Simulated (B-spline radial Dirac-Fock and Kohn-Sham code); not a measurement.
## Ionisation cross sections of Ni by electron impact

System: the Ni atom in the configuration [Ar] 3d8 4s2.

The run's input, task.json:

```json
{"items": [{
  "Z": 28,
  "q": 0,
  "cfg": [[1, 0, 2], [2, 0, 2], [2, 1, 6], [3, 0, 2], [3, 1, 6], [3, 2, 8], [4, 0, 2]],
  "A": 58,
  "rrms": 3.7757,
  "do": "impact",
  "T": [10.0, 15.0, 20.0, 30.0, 40.0, 50.0, 70.0, 100.0, 150.0, 200.0, 300.0, 500.0, 1000.0, 2000.0, 3000.0, 5000.0, 10000.0, 15000.0, 20000.0, 30000.0, 50000.0, 100000.0, 200000.0, 300000.0, 1000000.0],
  "ie": 7.6399,
  "edges": {"K": 8333.0, "L1": 1008.6, "L2": 870.0, "L3": 852.7}
}]}
```

Run with: `python xray2_run.py task.json out`

The computed values come from a radial finite-basis atomic code: the relativistic binary-encounter-Bethe (RBEB) model with Dirac-Fock orbital kinetic energies; direct ionisation only. For shells bound by less than 100 eV the term U + B of the denominator is divided by n when n is 3 or more, and by 2 for n = 1, 2 in singly charged ions. Excitation-autoionisation and multiple ionisation are left out; it is a semi-empirical estimate, least reliable for totals near the maximum.

Orbital inputs (open shells are filled statistically over j, and the NIST value is set on the highest orbital of the configuration average):

| subshell | N | B (eV) | source of B | U (eV) |
| --- | --- | --- | --- | --- |
| 1s | 2 | 8333.0 | tabulated edge | 10631.8 |
| 2s | 2 | 1008.6 | tabulated edge | 2020.3 |
| 2p1/2 | 2 | 870.0 | tabulated edge | 1978.3 |
| 2p3/2 | 4 | 852.7 | tabulated edge | 1913.3 |
| 3s | 2 | 136.3 | Dirac-Fock −ε | 429.8 |
| 3p1/2 | 2 | 91.58 | Dirac-Fock −ε | 380.6 |
| 3p3/2 | 4 | 89.22 | Dirac-Fock −ε | 369.3 |
| 3d3/2 | 3.2 | 18.66 | Dirac-Fock −ε | 248.1 |
| 3d5/2 | 4.8 | 18.38 | Dirac-Fock −ε | 245.3 |
| 4s | 2 | 7.64 | NIST ionisation energy | 26.47 |

Inner-shell cross sections in barn (the model is not trusted for the total of d- and f-block atoms):

```
T (eV)     K     L1     L2     L3
  1000     –      –   3190   7750
  2000     –  13400  20100  42800
  3000     –  18700  25600  53900
  5000     –  20900  27100  56500
 10000  58.7  18300  22800  47200
 15000   199  15500  19000  39100
 20000   275  13400  16300  33500
 30000   334  10600  12800  26300
 50000   345   7730   9280  19000
100000   300   5070   6040  12400
200000   246   3530   4190   8570
300000   224   3000   3550   7280
 1e+06   207   2440   2880   5900
```
